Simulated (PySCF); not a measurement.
NMR data simulated for an unnamed compound:

¹H NMR (400 MHz, computed): δ 5.50 (m, 2H), 3.78 (s, 3H), 0.88 (m, 2H).

¹³C{¹H} NMR (computed): δ 53.1 (CH3).

Theory: geometry: GFN2-xTB, shieldings: GIAO PBE0/pcSseg-1, in PySCF 2.14 (one computed conformer, equivalent nuclei averaged, relativity neglected, in vacuum).

Referencing at the same level of theory: ¹H, ¹³C against TMS.

Question: Which of these does the molecule contain: an amide, a ketone, a Si–H bond, a C≡C triple bond?

Answer: 
- An amide: no.
- A ketone: no.
- A Si–H bond: yes (δH 5.50 (m)).
- A C≡C triple bond: no.

The data belong to `CO[SiH2]P`, CH$_{7}$OPSi; they needn't prove each group on their own.

Carbon signals by region: 1 at 50–100 ppm.

Splittings by ³¹P in the carbon and heteronuclear signals aren't shown, as no couplings were computed. Shifts are as computed. Against solution values, carbons near 30 ppm lie about +3 ppm off and those near 130 ppm about +5 ppm. Of 1211 compounds with measured shifts, 218 miss one by over three times the rms of a fit or turn the order of signals round; such compounds aren't used in these exercises. Multiplicities follow the n + 1 count of equivalent neighbours, as no J values were calculated; m marks all less simple cases, F and P coupling included.
